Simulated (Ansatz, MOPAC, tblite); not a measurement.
System: H6SSi2, singlet: bend at the central S, local threefold symmetry of each SiH3 group. Scanned: Si-S-Si angle. Other coordinates (S-Si length, H-Si-S angle, Si-H length) were minimised at B3LYP/def2-TZVP.

RKS-PBE/def2-TZVP = Ansatz (a first-principles code) with restricted PBE/def2-TZVP; PM3, restricted, heats of formation (MOPAC); GFN2-xTB, 300 K electronic temperature (tblite).

Energies in kcal/mol, each method relative to its own lowest point.

| a / ° | RKS-PBE/def2-TZVP | PM3 | GFN2-xTB |
|---|---|---|---|
| 180 | 25.1 | 38.8 | 19.1 |
| 172.50 | 24.6 | (withheld) | 18.5 |
| 165 | 23.1 | 32.0 | 17.0 |
| 157.50 | 20.7 | (withheld) | 14.7 |
| 150 | 17.8 | (withheld) | 12.0 |
| 142.50 | 14.5 | 15.6 | 9.2 |
| 135 | 11.0 | 10.9 | 6.5 |
| 127.50 | 7.7 | 7.1 | 4.1 |
| 120 | (withheld) | 4.0 | 2.1 |
| 112.50 | 2.4 | 1.9 | (withheld) |
| 105 | 0.7 | 0.6 | 0.0 |
| 97.50 | 0.0 | 0.0 | 0.3 |
| 90 | 0.7 | 0.0 | 2.1 |

Q: Fill in the missing entries.

A: 
- 172.50, PM3: 36.7
- 157.50, PM3: 26.5
- 150, PM3: 20.8
- 120, RKS-PBE/def2-TZVP: 4.7
- 112.50, GFN2-xTB: 0.7
